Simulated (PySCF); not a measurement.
The same groups moved round the core (benzothiophene ethynyl+boryl). Isolated molecules, 0 K electronic values unless said otherwise. One relaxed conformer stands for each flexible species; it need not be the lowest. Strings in code marks are SMILES.

The four lowest singlet excitations (Tamm–Dancoff). Computed with PySCF 2.14.0 with PBE0-D3(BJ)/def2-TZVP // PBE0-D3(BJ)/def2-SVP. Excitations are Tamm–Dancoff values on a coarser integration grid. The basis has no diffuse functions, so Rydberg states are missing or too high.

```csv
state,energy (eV),wavelength (nm),oscillator strength
S1,3.65,340,0.132
S2,3.95,314,0.035
S3,4.80,258,0.000
S4,4.87,255,0.457
```

**Question.** Identify which member gives these states.
(A) `Bc1cc(C#C)cc2sccc12`
(B) `Bc1c(C#C)ccc2sccc12`
(C) `Bc1c(C#C)ccc2ccsc12`
(D) `Bc1cc(C#C)c2ccsc2c1`

**Answer.** A, `Bc1cc(C#C)cc2sccc12`
